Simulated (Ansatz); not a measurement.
Total energies of C₂H₈OSi, SMILES `CC(O)[SiH3]`.

Z-matrix (Å, degrees):
```
C
C 1 1.518
H 1 1.093 2 111.2
H 1 1.096 2 110.8 3 119.4
H 1 1.093 2 111.0 3 -120.8
O 2 1.423 1 111.9 3 -179.8
Si 2 1.896 1 112.6 3 60.8
H 2 1.102 1 108.7 3 -58.0
H 6 0.962 2 108.5 1 55.2
H 7 1.487 2 109.8 1 58.6
H 7 1.485 2 110.6 1 179.9
H 7 1.489 2 108.6 1 -60.4
```

Total charge 0; spin multiplicity 1. Geometry: relaxed with PBE0-D4/def2-TZVP. It is one conformer, not always the lowest. Basis def2-TZVPP, the Gaussian-basis code of Ansatz.

RPA on PBE orbitals: Hartree–Fock energy of these orbitals -444.19846 Eh, correlation -1.23194 Eh (frozen core).

| functional | energy without D4 (Eh) | D4 term (kJ/mol) |
| --- | --- | --- |
| LDA (SPW92) | -443.31448 | – |
| PBE | -445.44653 | -20.8 |
| revPBE | -445.68494 | -68.4 |
| BLYP | -445.72732 | -46.5 |
| r2SCAN | -445.68060 | -5.2 |
| B97M-V | -445.70057 | – |
| PBE0 | -445.49337 | -17.5 |
| B3LYP | -445.82907 | -33.4 |
| r2SCANh | -445.67210 | -5.4 |
| r2SCAN0 | -445.66031 | -6.0 |
| HSE06 (plane-wave form) | -445.47793 | -16.2 |
| BHLYP | -445.70855 | -24.1 |
| CAM-B3LYP | -445.73330 | -17.5 |
| LC-ωPBE | -445.61989 | – |
| ωB97X-V | -445.70596 | – |
| ωB97M-V | -445.69703 | – |
| B2PLYP | -445.54760 | – |
| PBE-QIDH | -445.38908 | – |

B3LYP takes the VWN-RPA correlation (the form of Gaussian; ORCA's B3LYP/G). HSE06 is the plane-wave form, built on full-range PBE exchange. The double hybrids freeze the cores in their second-order part.

LC-ωPBE has ω = 0.4 bohr⁻¹.
